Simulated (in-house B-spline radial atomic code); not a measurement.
RPA and G0W0 for the neon ion Ne³⁺, [He] 2s2 2p3, highest spin, as one setting changes: the highest l of the empty states. Start: PBE. A dash marks a level of low quasi-particle weight. Computed with a B-spline radial code for spherical atoms: all electrons, non-relativistic, point nucleus, each spin shell either full or empty, empty states to the listed l with an (l + 1/2)⁻⁴ tail; G0W0 by contour deformation at full frequency.

| highest l of the empty states | RPA summed (Eh) | RPA extrapolated (Eh) | G0W0 level (eV) |
| --- | --- | --- | --- |
| 3 | -0.34158 | -0.36745 | 2p up -96.65 |
| 4 | -0.35458 | -0.36853 | 2p up -96.76 |
| 5 | -0.3598 | -0.36707 | 2p up -96.74 |
| 6 | -0.36229 | -0.36656 | 2p up -96.74 |
| 7 | -0.36362 | -0.36633 | 2p up -96.73 |
| 8 | ? | ? | ? |
| 9 | -0.36486 | -0.36613 | 2p up -96.73 |
| 10 | ? | ? | ? |
| 11 | -0.36536 | -0.36605 | 2p up -96.73 |

What belongs in the row for 10?

RPA summed (Eh): -0.36516; RPA extrapolated (Eh): -0.36608; G0W0 level (eV): 2p up -96.73.

What belongs in the row for 8?

RPA summed (Eh): -0.36439; RPA extrapolated (Eh): -0.36621; G0W0 level (eV): 2p up -96.73.
